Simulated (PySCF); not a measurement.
C2H11NSi3.
InChI=1S/C2H11NSi3/c1-3-2-6(4)5/h2,6H,1,4-5H3/b3-2+

Torsions of this conformer, `[CH3:1]/[N:2]=[CH:3]/[SiH:4]([SiH3:5])[SiH3:6]`: N2–C3–Si4–Si5 -8°.

The closed-shell ground state was solved at several levels (PySCF, density fitting, gas phase, non-relativistic). One conformer (not necessarily the lowest) at the PBE0-D3(BJ)/def2-SVP geometry, without solvent, vibrations or thermal averaging.

| level | basis functions | total energy (Eh) | HOMO (eV) | LUMO (eV) | gap (eV) | dipole (D) |
| --- | --- | --- | --- | --- | --- | --- |
| CAM-B3LYP/def2-SVPD | 220 | -1005.5942 | -8.61 | 0.10 | 8.71 | 1.78 |
| PBE0/pcSseg-1 | 178 | -1005.4433 | -7.26 | -0.96 | 6.30 | 1.83 |

**Question.** What might mPW1PW91/pcSseg-1 (178 basis functions) give for the same quantities?

**Answer.** Total energy -1005.9792 Eh, HOMO -7.29 eV, LUMO -0.96 eV, gap 6.33 eV, dipole 1.83 D.

**Question.** Over all these levels, which gives the widest orbital gap and which the narrowest?

**Answer.** CAM-B3LYP/def2-SVPD (range-separated hybrid) has the widest, 8.71 eV, and PBE0/pcSseg-1 (global hybrid, 25 % exact exchange) the narrowest, 6.30 eV. Functional and basis both differ between the two, so the spread mixes both effects.

**Question.** How far do the dipole and the HOMO energy spread over the levels?

**Answer.** The dipole runs from 1.78 to 1.83 D (mean 1.81 D) and the HOMO from -8.61 to -7.26 eV.
